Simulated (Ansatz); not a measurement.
Born–Oppenheimer molecular dynamics of C₃H₉FSi₂ (15 atoms, charge 0, multiplicity 1). It goes on from the last frame of an earlier run, with new velocities.

All numbers below come from Ansatz, RKS B3LYP-D4/STO-3G.

```json
{"ensemble": "NVT, Nosé–Hoover chain", "time step": "0.25 fs", "steps asked": "250", "set temperature": "700 K", "thermostat": "time constant 50 fs, chain length 5", "seed": "462751"}
```

Frames 5 fs apart, positions in Å.

Velocities at 0 fs (Å/ps):

```
F -1.69 -3.16 9.87
C 14.66 -2.95 -1.82
Si -2.50 -1.53 -1.23
C -2.58 0.04 -7.23
C -7.46 -8.00 12.66
Si 3.15 5.59 -6.67
H 1.70 32.25 -23.31
H -31.03 3.01 -19.05
H 8.69 9.48 19.70
H 25.95 -5.24 30.30
H 18.09 -10.14 -23.69
H -23.32 4.14 10.25
H 17.35 16.04 16.91
H -48.74 27.54 -9.25
H -9.94 -0.62 -10.79
```

```xyz
15
Properties=species:S:1:pos:R:3 time_fs=0 energy_less_start_eV=0.000 T=700
F -0.526 -2.133 1.558
C 0.817 -2.010 1.274
Si 1.272 -0.328 0.416
C -0.086 0.094 -0.871
C -0.341 1.644 -1.092
Si -1.762 0.720 -0.381
H 1.446 -2.166 2.207
H 1.121 -2.838 0.568
H 1.275 0.763 1.384
H 2.564 -0.421 -0.201
H 0.057 -0.482 -1.801
H 0.237 2.365 -0.484
H -0.382 1.999 -2.137
H -2.973 0.548 -1.156
H -1.995 0.914 1.034
15
Properties=species:S:1:pos:R:3 time_fs=5 energy_less_start_eV=0.481 T=415
F -0.538 -2.148 1.609
C 0.887 -2.019 1.251
Si 1.256 -0.333 0.411
C -0.085 0.089 -0.905
C -0.372 1.617 -1.038
Si -1.753 0.745 -0.415
H 1.511 -2.052 2.159
H 1.022 -2.825 0.510
H 1.316 0.729 1.426
H 2.660 -0.449 -0.057
H 0.089 -0.458 -1.836
H 0.135 2.337 -0.404
H -0.317 2.033 -2.038
H -3.068 0.673 -1.147
H -2.040 0.902 0.984
15
Properties=species:S:1:pos:R:3 time_fs=10 energy_less_start_eV=0.588 T=355
F -0.531 -2.160 1.661
C 0.908 -2.012 1.223
Si 1.238 -0.337 0.403
C -0.065 0.082 -0.913
C -0.369 1.629 -1.011
Si -1.765 0.759 -0.444
H 1.606 -2.112 2.115
H 1.121 -2.873 0.528
H 1.294 0.632 1.422
H 2.603 -0.460 0.028
H 0.048 -0.397 -1.907
H 0.129 2.249 -0.246
H -0.312 2.036 -2.028
H -2.945 0.740 -1.125
H -2.045 0.876 0.968
15
Properties=species:S:1:pos:R:3 time_fs=15 energy_less_start_eV=0.449 T=445
F -0.490 -2.168 1.706
C 0.880 -2.016 1.211
Si 1.215 -0.348 0.392
C -0.049 0.087 -0.908
C -0.325 1.672 -1.000
Si -1.782 0.759 -0.458
H 1.597 -2.210 2.022
H 1.225 -2.863 0.584
H 1.183 0.656 1.496
H 2.605 -0.452 -0.058
H 0.005 -0.334 -1.909
H 0.190 2.182 -0.194
H -0.294 2.094 -1.998
H -3.033 0.713 -1.342
H -2.023 0.842 0.956
15
Properties=species:S:1:pos:R:3 time_fs=20 energy_less_start_eV=0.139 T=644
F -0.430 -2.177 1.742
C 0.837 -2.037 1.212
Si 1.193 -0.357 0.386
C -0.061 0.121 -0.901
C -0.268 1.706 -0.988
Si -1.802 0.749 -0.474
H 1.565 -2.162 2.091
H 1.123 -2.858 0.490
H 1.051 0.608 1.416
H 2.533 -0.404 -0.192
H 0.021 -0.351 -1.906
H 0.305 2.270 -0.229
H -0.201 2.225 -1.965
H -2.859 0.633 -1.408
H -2.055 0.804 0.951
15
Properties=species:S:1:pos:R:3 time_fs=25 energy_less_start_eV=0.482 T=455
F -0.389 -2.189 1.781
C 0.834 -2.063 1.216
Si 1.167 -0.370 0.377
C -0.091 0.173 -0.902
C -0.221 1.733 -0.973
Si -1.802 0.743 -0.488
H 1.542 -2.087 2.048
H 0.924 -2.852 0.438
H 0.987 0.647 1.399
H 2.428 -0.331 -0.281
H 0.058 -0.354 -1.840
H 0.356 2.349 -0.279
H -0.116 2.256 -1.922
H -2.771 0.510 -1.529
H -2.177 0.758 0.901
15
Properties=species:S:1:pos:R:3 time_fs=30 energy_less_start_eV=0.366 T=542
F -0.386 -2.203 1.835
C 0.862 -2.073 1.195
Si 1.131 -0.376 0.366
C -0.110 0.217 -0.894
C -0.201 1.757 -0.959
Si -1.783 0.745 -0.505
H 1.727 -2.196 1.956
H 0.906 -2.921 0.458
H 1.052 0.657 1.412
H 2.445 -0.278 -0.319
H 0.067 -0.312 -1.855
H 0.355 2.336 -0.198
H -0.111 2.180 -1.981
H -2.753 0.420 -1.619
H -2.358 0.699 0.831
15
Properties=species:S:1:pos:R:3 time_fs=35 energy_less_start_eV=0.664 T=388
F -0.388 -2.214 1.896
C 0.902 -2.089 1.173
Si 1.097 -0.374 0.354
C -0.097 0.225 -0.880
C -0.218 1.776 -0.950
Si -1.767 0.756 -0.532
H 1.785 -2.354 1.752
H 1.002 -2.947 0.475
H 1.185 0.562 1.410
H 2.389 -0.298 -0.231
H 0.020 -0.191 -1.869
H 0.301 2.289 -0.144
H -0.133 2.123 -1.970
H -2.627 0.439 -1.534
H -2.478 0.647 0.720
15
Properties=species:S:1:pos:R:3 time_fs=40 energy_less_start_eV=0.598 T=451
F -0.364 -2.225 1.948
C 0.910 -2.122 1.150
Si 1.072 -0.375 0.347
C -0.069 0.213 -0.869
C -0.270 1.777 -0.934
Si -1.751 0.778 -0.555
H 1.829 -2.360 1.803
H 0.941 -2.913 0.346
H 1.249 0.536 1.509
H 2.433 -0.392 -0.188
H -0.002 -0.140 -1.921
H 0.251 2.349 -0.149
H -0.119 2.226 -1.940
H -2.701 0.465 -1.711
H -2.488 0.636 0.663
15
Properties=species:S:1:pos:R:3 time_fs=45 energy_less_start_eV=0.429 T=582
F -0.307 -2.237 1.984
C 0.877 -2.157 1.140
Si 1.075 -0.384 0.360
C -0.055 0.209 -0.890
C -0.320 1.787 -0.917
Si -1.754 0.799 -0.591
H 1.707 -2.265 1.827
H 0.790 -2.856 0.285
H 1.169 0.478 1.483
H 2.427 -0.507 -0.186
H 0.070 -0.197 -1.876
H 0.162 2.413 -0.168
H -0.142 2.320 -1.838
H -2.601 0.595 -1.698
H -2.414 0.677 0.707
15
Properties=species:S:1:pos:R:3 time_fs=50 energy_less_start_eV=0.319 T=686
F -0.241 -2.252 2.012
C 0.799 -2.158 1.135
Si 1.098 -0.406 0.385
C -0.060 0.226 -0.924
C -0.340 1.816 -0.903
Si -1.772 0.812 -0.623
H 1.751 -2.326 1.768
H 0.734 -2.941 0.329
H 1.038 0.532 1.501
H 2.379 -0.570 -0.197
H 0.199 -0.288 -1.893
H 0.081 2.393 -0.062
H -0.231 2.354 -1.867
H -2.631 0.730 -1.778
H -2.278 0.757 0.707
15
Properties=species:S:1:pos:R:3 time_fs=55 energy_less_start_eV=0.698 T=496
F -0.200 -2.271 2.056
C 0.758 -2.147 1.119
Si 1.116 -0.429 0.413
C -0.061 0.248 -0.956
C -0.331 1.855 -0.903
Si -1.799 0.818 -0.656
H 1.745 -2.455 1.521
H 0.710 -3.016 0.408
H 0.985 0.560 1.491
H 2.462 -0.563 -0.213
H 0.233 -0.190 -1.888
H 0.052 2.319 0.002
H -0.295 2.357 -1.854
H -2.768 0.828 -1.824
H -2.227 0.819 0.738
```

Of the whole run (62 fs, mean temperature of the second half 557 K): The conserved energy stayed within 0.072 meV per atom of its start (net change 0.037 meV per atom), so the integration is sound. The mean temperature of the second half is 20 % below the set value. A run of 0.062 ps of so small a system gives no equilibrium averages. Limits of this set-up: minimal basis.

Time of the run: 9.6 min on 1 thread of Intel(R) Xeon(R) Platinum 8488C (Sapphire Rapids), with other jobs on the host, peak memory 0.13 GiB.
